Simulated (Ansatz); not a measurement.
`C[O][Sn][Br]` + `F[Si]O[SiH3]` → `C[O][Sn][F]` + `[SiH3]O[Si]Br`  (redistribution)

Computed with Ansatz on PBE0-D4/def2-TZVP structures; ΔE is electronic, products minus reactants. CCSD(T)/CBS adds triple-zeta CCSD(T) − MP2 to the extrapolated MP2 energy (def2 sets, frozen cores). DFT in def2-TZVPP. def2 core potentials past Kr. For Br, Sn outer-core shells are correlated without core-valence functions, which leaves a few kJ/mol of doubt a bond. Scalar relativity is left out up to krypton. Each species was taken in one conformer, which may not be the lowest.

`C[O][Sn][Br]`:

```xyz
7

C    -0.301    0.850   -0.118
O    -0.673   -0.128    0.818
Sn   -0.072   -1.965    1.126
Br    1.672   -2.141   -0.721
H     0.068    1.738    0.407
H     0.480    0.501   -0.802
H    -1.175    1.144   -0.709
```

`F[Si]O[SiH3]`:

```xyz
7

F     1.743   -1.108   -1.442
Si    1.751   -1.407    0.148
O     0.492   -0.510    0.665
Si   -0.727    0.528    0.242
H    -1.474    0.873    1.475
H    -0.152    1.756   -0.360
H    -1.633   -0.133   -0.728
```

`C[O][Sn][F]`:

Z-matrix (Å, degrees):
```
C
O 1 1.408
H 1 1.095 2 112.6
H 1 1.095 2 109.6 3 120.9
H 1 1.095 2 109.5 3 -120.9
Sn 2 1.958 1 128.3 3 -0.9
F 6 1.952 2 96.2 1 0.0
```

`[SiH3]O[Si]Br`:

```xyz
7

Si    0.118   -0.667   -0.653
O     0.885    0.591    0.119
Si    0.707    1.752    1.244
Br   -1.451    1.406    1.935
H    -0.293   -1.683    0.343
H    -1.062   -0.152   -1.386
H     1.096   -1.248   -1.602
```

Question: Is it downhill or uphill in electronic energy at CCSD(T)/CBS, and by how much? (Best estimate.)

Answer: Computed: Uphill: ΔE = +0.89 eV.

Question: What do these levels give: revPBE-D4, r2SCAN-D4, CAM-B3LYP-D4, ωB97M-V, r2SCAN, BHLYP, CAM-B3LYP, RPA@PBE/def2-TZVPP, HF/def2-SVP, MP2/def2-SVP, HF/def2-QZVPP, SCS-MP2/def2-QZVPP? (Estimate.)

Answer: Ansatz gave: revPBE-D4 0.73, r2SCAN-D4 0.83, CAM-B3LYP-D4 0.90, ωB97M-V 0.87, r2SCAN 0.84, BHLYP 0.97, CAM-B3LYP 0.91, RPA@PBE/def2-TZVPP 0.87, HF/def2-SVP 0.97, MP2/def2-SVP 0.86, HF/def2-QZVPP 1.05, SCS-MP2/def2-QZVPP 0.90 eV.

Largest T1 diagnostic among the species: 0.017.

In def2-TZVPP, CCSD(T) changes the Hartree–Fock value by −0.14 eV (the triples alone add −0.03 eV) and MP2 by −0.13 eV. From PBE to PBE0 (25 % exact exchange), in def2-TZVPP and without D4, ΔE moves by +0.08 eV. Leaving LDA and LC-ωPBE aside and taking each functional with its dispersion term where it has one, the values, not all of them listed here, spread over 0.22 eV, from revPBE-D4 to BHLYP-D4. LDA lies +0.06 eV from PBE without D4.
